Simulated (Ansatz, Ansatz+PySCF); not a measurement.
```yaml
atoms:
  - { symbol: S, position_ang: [0.0243, 0.0435, -0.0043] }
  - { symbol: F, position_ang: [1.5321, -0.0120, -0.0009] }
  - { symbol: F, position_ang: [-1.5446, -0.0345, 0.0028] }
  - { symbol: F, position_ang: [-0.0106, 1.6172, 0.0324] }
  - { symbol: F, position_ang: [-0.0453, -1.5864, -0.0203] }
  - { symbol: F, position_ang: [-0.0121, 0.0430, 1.5582] }
  - { symbol: F, position_ang: [0.0309, -0.0065, -1.6194] }
```

RHF-MP2 on singlet SF6 was run in several spherical basis sets with Ansatz (development build ahead of 0.2.0). Frozen core: 11 orbitals.

Problem. Rank the basis sets by the total energy that they give, lowest first, with the distance from the lowest.
A. 6-31G
B. cc-pVDZ
C. def2-SVP
D. 6-31G(d)
E. STO-3G

Solution. B (0.00 eV), D (3.31 eV), C (17.38 eV), A (25.23 eV), E (387.96 eV).

Totals follow the description of the cores as much as that of the bonds, so this order isn't one of quality for chemistry.
